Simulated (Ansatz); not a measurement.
Geometry optimisation, RKS B3LYP-D4/def2-SVP (Ansatz).

The input (input.yaml):

```yaml
crystal:
  periodic: [false, false, false]
  atoms:
    - { symbol: Si, position_ang: [-1.8916, -0.5497, -0.0127] }
    - { symbol: C, position_ang: [-0.3157, -1.385, 0.228] }
    - { symbol: Al, position_ang: [1.0677, -0.045, 0.6413] }
    - { symbol: C, position_ang: [1.5745, 1.4213, -0.6436] }
    - { symbol: Cl, position_ang: [2.7899, 2.4402, -0.0038] }
    - { symbol: H, position_ang: [-1.8169, 0.4642, -1.139] }
    - { symbol: H, position_ang: [-2.9546, -1.491, -0.3367] }
    - { symbol: H, position_ang: [-2.2687, 0.2341, 1.1963] }
    - { symbol: H, position_ang: [-0.0335, -1.9083, -0.6564] }
    - { symbol: H, position_ang: [-0.4034, -2.1014, 1.0905] }
    - { symbol: H, position_ang: [1.8846, -0.1332, 2.0583] }
    - { symbol: H, position_ang: [1.8513, 0.9764, -1.5848] }
    - { symbol: H, position_ang: [0.5368, 2.0425, -0.8225] }
basis:
  gaussian: { orbitals: def2-SVP }
hamiltonian:
  xc: b3lyp
  dispersion: d4
relax:
  f_tol: 0.015
  max_steps: 40
```

Launched with:

```bash
$ ansatz run input.yaml --threads 2 --pin off --max-ram 3072MiB --backend cpu --events-out ev --progress --plain --runs-dir out
```

**Question.** Where does it end, and by what steps?

**Answer.** It converged. The force dipped under the threshold on the way, but the program's further checks kept it going. After 26 steps the energy has fallen by 0.728 eV; Cl5 moved furthest, 2.01 Å. Joined: Al3–Cl5.

| step | energy less start (eV) | largest force component (eV/Å) | accepted |
| --- | --- | --- | --- |
| 0 | 0.0000 | 4.312 | yes |
| 1 | -0.4199 | 1.943 | yes |
| 2 | -0.5019 | 0.526 | yes |
| 3 | -0.5161 | 0.132 | yes |
| 4 | -0.5176 | 0.059 | yes |
| 5 | -0.5185 | 0.041 | yes |
| 6 | -0.5187 | 0.023 | yes |
| 7 | -0.5193 | 0.037 | yes |
| 8 | -0.5194 | 0.124 | yes |
| 9 | -0.5204 | 0.076 | yes |
| 10 | -0.5219 | 0.013 | yes |
| 11 | -0.5236 | 0.202 | yes |
| 12 | -0.5243 | 0.265 | yes |
| 13 | -0.5317 | 0.187 | yes |
| 14 | -0.5469 | 0.105 | yes |
| 15 | -0.5576 | 0.283 | yes |
| 16 | -0.5747 | 0.506 | yes |
| 17 | -0.6061 | 0.480 | yes |
| 18 | -0.6464 | 0.268 | yes |
| 19 | -0.6838 | 0.268 | yes |
| 20 | -0.7103 | 0.269 | yes |
| 21 | -0.7120 | 0.639 | yes |
| 22 | -0.7249 | 0.061 | yes |
| 23 | -0.7265 | 0.062 | yes |
| 24 | -0.7270 | 0.071 | yes |
| 25 | -0.7278 | 0.029 | yes |
| 26 | -0.7280 | 0.012 | yes |

```xyz
13
Properties=species:S:1:pos:R:3
Si -1.954 -0.779 -0.093
C -0.156 -1.200 0.252
Al 0.946 0.313 0.826
C 1.393 1.675 -0.526
Cl 2.921 0.573 -0.750
H -2.048 0.203 -1.217
H -2.776 -1.974 -0.457
H -2.587 -0.144 1.106
H 0.278 -1.611 -0.678
H -0.115 -2.001 1.012
H 1.427 0.549 2.312
H 0.905 1.698 -1.509
H 1.786 2.664 -0.263
```

Time of the run: 110 s on 2 threads of Arm Neoverse V1, on a shared host, peak memory 0.3 GiB.
